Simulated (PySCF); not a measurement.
**Atomic charges against the basis set**

Species: 1-fluorobicyclo[2.2.1]heptane, C7H11F.
Z-matrix (Å and degrees, PBE0-D3(BJ)/def2-SVP geometry), rows numbered from 1:
```
F 
C   1  1.3680
C   2  1.5297  1  112.82
C   3  1.5476  2  102.39  1   161.42
C   4  1.5404  3  103.20  2    -0.16
C   5  1.5405  4  108.61  3    70.81
C   2  1.5297  1  112.81  3  -124.81
C   2  1.5304  1  115.98  3   117.59
H   3  1.1004  2  108.99  1    42.32
H   3  1.1000  2  111.79  1   -76.45
H   4  1.1004  3  111.14  2  -118.70
H   4  1.1004  3  113.03  2   120.94
H   5  1.0987  4  113.74  3  -161.46
H   6  1.1004  5  111.89  4    50.97
H   6  1.1004  5  110.59  4   170.20
H   7  1.1004  2  108.99  1   -42.36
H   7  1.1000  2  111.80  1    76.42
H   8  1.1007  2  112.67  1    62.18
H   8  1.1007  2  112.65  1   -62.16
```

PBE0 throughout (PySCF), one geometry, spherical d and f functions. Isolated species at its PBE0-D3(BJ)/def2-SVP geometry, gas phase. Atoms taken as equivalent share a column and are averaged. The first 7 of 12 kinds of atom are listed.

Mulliken charges (e):

```tsv
basis	functions	F1	C2	C3/C7	C4/C6	C5	C8	H9/H16
STO-3G	51	-0.118	+0.122	-0.161	-0.147	-0.061	-0.160	+0.078
pcSseg-0	94	-0.372	+0.019	-0.385	-0.372	-0.612	-0.319	+0.259
6-31G	94	-0.354	+0.285	-0.334	-0.307	-0.220	-0.322	+0.182
6-31G*	134	-0.363	+0.426	-0.380	-0.333	-0.179	-0.376	+0.183
cc-pVDZ	167	-0.228	+0.021	+0.002	+0.006	-0.175	+0.042	+0.037
def2-SVP	167	-0.252	-0.044	+0.030	+0.035	-0.278	+0.042	+0.041
pcSseg-1	191	-0.316	+0.061	-0.169	-0.145	-0.364	-0.110	+0.130
6-311+G(2d,p)	282	-0.363	+0.380	-0.307	-0.303	+0.082	-0.336	+0.145
aug-cc-pVDZ	283	-0.740	+0.506	+0.569	+0.773	+0.251	+1.055	-0.281
def2-TZVP	314	-0.221	+0.316	-0.257	-0.240	+0.018	-0.263	+0.111
```

IAO charges (e):

| basis | functions | F1 | C2 | C3/C7 | C4/C6 | C5 | C8 | H9/H16 |
| --- | --- | --- | --- | --- | --- | --- | --- | --- |
| STO-3G | 51 | -0.136 | +0.154 | -0.277 | -0.255 | -0.123 | -0.273 | +0.134 |
| pcSseg-0 | 94 | -0.287 | +0.275 | -0.297 | -0.276 | -0.128 | -0.292 | +0.150 |
| 6-31G | 94 | -0.305 | +0.296 | -0.295 | -0.275 | -0.110 | -0.294 | +0.148 |
| 6-31G* | 134 | -0.311 | +0.323 | -0.283 | -0.262 | -0.103 | -0.282 | +0.139 |
| cc-pVDZ | 167 | -0.313 | +0.324 | -0.284 | -0.264 | -0.103 | -0.284 | +0.140 |
| def2-SVP | 167 | -0.314 | +0.321 | -0.278 | -0.258 | -0.102 | -0.276 | +0.138 |
| pcSseg-1 | 191 | -0.320 | +0.320 | -0.283 | -0.263 | -0.106 | -0.281 | +0.141 |
| 6-311+G(2d,p) | 282 | -0.328 | +0.325 | -0.289 | -0.269 | -0.105 | -0.288 | +0.144 |
| aug-cc-pVDZ | 283 | -0.328 | +0.326 | -0.288 | -0.269 | -0.104 | -0.288 | +0.144 |
| def2-TZVP | 314 | -0.327 | +0.329 | -0.289 | -0.269 | -0.105 | -0.289 | +0.144 |

Q: Which scheme is steadiest as the basis changes?

A: Largest range over the bases for any column: IAO 0.19 e, Mulliken 1.43 e. IAO charges move least and Mulliken charges most, counted in e. Without the minimal STO-3G basis the ranges are IAO 0.05, Mulliken 1.43 e.

Q: How much do the charges still move between the two largest bases, aug-cc-pVDZ and def2-TZVP?

A: At most, over all atoms: Mulliken 1.318 e, IAO 0.003 e.

Q: What do the same runs give for the total energy, the frontier levels and the dipole moment?

A: 
```
        basis  energy (Eh)  HOMO (eV)  LUMO (eV)  μ (D)
       STO-3G    -368.1474      -4.94       8.51   0.99
     pcSseg-0    -371.9531      -8.41       1.73   1.97
        6-31G    -372.7006      -8.12       2.21   2.04
       6-31G*    -372.7853      -8.01       2.25   1.68
      cc-pVDZ    -372.8124      -8.12       1.50   1.72
     def2-SVP    -372.5220      -8.22       1.44   1.79
     pcSseg-1    -372.7461      -8.30       1.12   1.89
6-311+G(2d,p)    -372.8976      -8.26       0.18   2.01
  aug-cc-pVDZ    -372.8363      -8.22      -0.14   1.98
    def2-TZVP    -372.9274      -8.22       0.90   1.90
```

The dipole is fixed by the density alone, so its range of 1.05 D shows that the density itself changes with the basis, not only its division among atoms.
